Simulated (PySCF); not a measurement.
Trends in electronic spectra. Theory: TDDFT wB97X-D/def2-SVPD, vertical, gas phase, core orbitals frozen in the response (PySCF). Geometries: GFN2-xTB; one conformer of each isolated species. Triplets are in the Tamm–Dancoff approximation. 'Strongest' means the level of largest summed f among the lowest 8 singlets; it needn't be the same kind of state in each.

Question: Rank by computed energy of the strongest computed level, lowest first.
A. `CC=C=O`
B. `PP1C=CCC=C1`
C. `C/C=C/OCC`
D. `[SiH3]N([SiH3])[SiH2]S`
E. `Pc1ccoc1`

Answer: B (5.19 eV), C (7.07 eV), E (7.42 eV), D (7.59 eV), A (7.73 eV).

| SMILES | strongest (eV) | α (au) | f (S1) | T1 (eV) | HOMO (eV) | S1 mainly |
| --- | --- | --- | --- | --- | --- | --- |
| PP1C=CCC=C1 | 5.19 | 108.8 | 0.014 | 4.00 | -7.80 | H→L+1 (98%) |
| C/C=C/OCC | 7.07 | 68.1 | 0.028 | 4.55 | -8.20 | H→L (75%) |
| Pc1ccoc1 | 7.42 | 71.9 | 0.048 | 4.08 | -8.39 | H→L (93%) |
| [SiH3]N([SiH3])[SiH2]S | 7.59 | 103.4 | 0.013 | 5.87 | -9.18 | H→L+1 (48%) |
| CC=C=O | 7.73 | 39.7 | 0.000 | 3.31 | -8.56 | H→L (97%) |

H and L stand for HOMO and LUMO.

- `PP1C=CCC=C1`: Löwdin shares by element: HOMO phosphorus 60%, carbon 16% or more (atoms not listed hold the other 24%); LUMO phosphorus 43%, carbon 21% or more (atoms not listed hold the other 36%).
- `C/C=C/OCC`: Löwdin shares by element: HOMO carbon 62% or more, oxygen 25%; LUMO carbon 43% or more, hydrogen 8% or more (atoms not listed hold the other 49%).
- `Pc1ccoc1`: Löwdin shares by element: HOMO carbon 60% or more, phosphorus 18% (atoms not listed hold the other 22%); LUMO carbon 51% or more, oxygen 18% (atoms not listed hold the other 31%).
- `[SiH3]N([SiH3])[SiH2]S`: Löwdin shares by element: HOMO sulfur 65%, nitrogen 13%, silicon 7% or more, hydrogen 5% or more; LUMO silicon 49%, sulfur 7% (atoms not listed hold the other 44%).
- `CC=C=O`: Löwdin shares by element: HOMO carbon 68%, oxygen 23%; LUMO carbon 59%, oxygen 30%.
